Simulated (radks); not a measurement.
The numbers below are computed, except where a source is named.
Problem. P3+, 12 electrons, occupied as [He] 2s2 2p5 3s2 3p1 (not the ground configuration). Level of theory: scalar-relativistic Kohn-Sham, PBE, spin-polarised, spherical densities, finite nucleus; open shells are filled with parallel spins first; Fermi nuclear charge, rms radius 3.1889 fm (a radial shooting solver on a logarithmic mesh with Libxc functionals). Some entries of the table are withheld. Estimate them.

orbital  occ.  eigenvalue (eV)  <r> (bohr)  r(max) (bohr)
1s up       1        -2159.258      0.1036        0.06765
1s down     1        -2157.236      0.1035        0.06762
2s up       1        -235.8249      0.5051         0.4121
2s down     1        -232.1629      0.5072         0.4132
2p up       3        -188.1900      0.4636            (1)
2p down     2        -184.0351      0.4667            (2)
3s up       1         -51.2624       1.568          1.392
3s down     1         -49.2880       1.580          1.396
3p up       1         -40.3872       1.691          1.479
3p down     0         -38.4841       1.714          1.488

Solution. 
(1) 2p up r(max) (bohr): 0.3451
(2) 2p down r(max) (bohr): 0.3468
